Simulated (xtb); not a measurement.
Mo(O)2(OH)(NH2) (H3MoNO3), SMILES [NH2][Mo]([OH])(=[O])=[O], multiplicity 1. All values are semi-empirical tight-binding results from xtb (GFN2-xTB unless named), good for trends rather than for accurate numbers. Geometry optimised at GFN2-xTB. The spin state was assumed, not searched. The values are those of a single conformer.

For metal compounds this method's bond lengths and energies can be far off.

```json
{
  "point_group_as_xtb_finds_it": "Cs",
  "orbital_gap": "4.60 eV",
  "zero_point_energy": "25.8 kcal/mol",
  "G − E(el) at 298.15 K (modified RRHO)": "6.3 kcal/mol"
}
```
